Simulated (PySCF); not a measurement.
C2H2Cl2F2. Atoms are numbered in the order given.

```xyz
8

F     -1.4804    -1.3376     0.8243
C     -1.1308    -0.0893     0.4676
F     -1.6291     0.1654    -0.7467
C      0.3908     0.0164     0.4689
Cl     1.0973    -1.0771    -0.7219
Cl     0.8565     1.7028     0.1944
H     -1.5563     0.6273     1.1930
H      0.7680    -0.2772     1.4568
```
Charge 0, spin multiplicity 1.

Geometry optimised at PBE0-D3(BJ)/def2-SVP. The values are those of a single conformer.

Computed with r2SCAN/def2-TZVP in PySCF.

Computed frontier levels, gap, dipole moment and polarisability:
```yaml
highest_occupied_level: -7.92 eV
lowest_empty_level: -1.24 eV
orbital_gap: 6.68 eV
dipole_moment: 2.00 D
quadrupole, principal values (traceless, Buckingham form, about the centre of nuclear charge): -4.47, 0.23, 4.24 D·Å
mean_static_polarisability: 49.6 bohr³ (7.35 Å³)
polarisability_principal_values: 39.9, 49.1, 59.7 bohr³
```
